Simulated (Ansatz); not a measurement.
CH4BFOS can be A, `COB(F)S`, or B, `FBOCS`.

Program: Ansatz. Geometries: PBE0-D4/def2-TZVP. ΔE: electronic, gas phase. CCSD(T)/CBS is the MP2 limit (def2-TZVPP, def2-QZVPP) plus CCSD(T) − MP2 in def2-TZVPP, frozen cores. This one scheme is used for every species. Functionals use def2-TZVPP. B3LYP here is the variant with VWN-RPA as its local correlation; programs differ in this. One conformer a species, not always the lowest.

(1) Which isomer does CCSD(T)/CBS put lower? Give the gap. (Best estimate.)

(2) Give E(B) − E(A) in kJ/mol with r2SCAN-D4, B2PLYP, PBE-D4, B3LYP, PBE0-D4, MP2/def2-TZVPP, CCSD/def2-TZVPP. (Estimate.)

Largest T1 diagnostic: 0.013.

Answers

(1) The calculation gave: A, by 101.3 kJ/mol.

(2) Computed: r2SCAN-D4 106.2, B2PLYP 101.8, PBE-D4 100.7, B3LYP 101.1, PBE0-D4 103.7, MP2/def2-TZVPP 103.0, CCSD/def2-TZVPP 102.5. None reverses the order clearly.
